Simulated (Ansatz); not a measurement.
Reaction (formal exchange of groups at a Ge–F bond): `C[NH][GeH2][F]` + SiH₄ → `C[NH][GeH2][SiH3]` + H–F

Calculated with Ansatz (gas phase, PBE0-D4/def2-TZVP geometries, no zero-point term in ΔE). CBS: MP2 limit from def2 TZ/QZ plus the TZ coupled-cluster correction, frozen cores. This one scheme is used for every species. For Ge outer-core shells are correlated without core-valence functions, which leaves a few kJ/mol of doubt a bond. Scalar relativity is left out up to krypton. One conformer a species, not always the lowest.

`C[NH][GeH2][F]`:

Cartesian coordinates in Å:
```
C -0.132 1.415 0.105
N 0.458 0.239 -0.504
Ge -0.112 -1.428 -0.109
F 0.258 -1.861 1.550
H 0.255 1.636 1.107
H 0.030 2.294 -0.526
H -1.213 1.279 0.192
H 1.450 0.331 -0.662
H -1.642 -1.464 -0.183
H 0.648 -2.441 -0.970
```

SiH₄:

```xyz
5

Si    0.000    0.000    0.000
H     0.201   -0.124    1.466
H     0.226   -1.319   -0.643
H     0.960    0.990   -0.549
H    -1.387    0.452   -0.273
```

`C[NH][GeH2][SiH3]`:

```xyz
13

C     0.920   -1.535   -0.821
N     1.413   -0.225   -0.441
Ge    0.506    0.688    0.883
Si   -1.803    1.087    0.372
H    -0.060   -1.535   -1.320
H     1.635   -2.026   -1.489
H     0.833   -2.164    0.069
H     1.598    0.351   -1.250
H     1.252    2.020    1.084
H     0.620   -0.178    2.153
H    -2.499   -0.193    0.066
H    -1.915    1.973   -0.820
H    -2.499    1.738    1.514
```

H–F:

```xyz
2

F     0.443   -0.013    0.123
H    -0.443    0.013   -0.123
```

| level | ΔE (eV) |
| --- | --- |
| HF/def2-TZVPP | 1.06 |
| MP2/def2-QZVPP | 0.71 |
| HF/CBS(def2) | 1.09 |
| MP2/CBS(def2) | 0.68 |

Q: What does CCSD(T)/CBS give? (An estimate is asked.)

A: Computed: +0.66 eV. The listed levels differ from it by 0.40, 0.05, 0.43, 0.02 eV.

Largest T1 diagnostic among the species: 0.012.

The D4 term adds −0.10 eV with B3LYP and −0.06 eV with PBE0; it sums over pairs of atoms, weighted by their polarisabilities, and B3LYP, whose exchange is more repulsive, gets the larger term. In def2-TZVPP, CCSD(T) changes the Hartree–Fock value by −0.35 eV (the triples alone add −0.03 eV) and MP2 by −0.33 eV.

B3LYP here is the variant with VWN-RPA as its local correlation; programs differ in this.
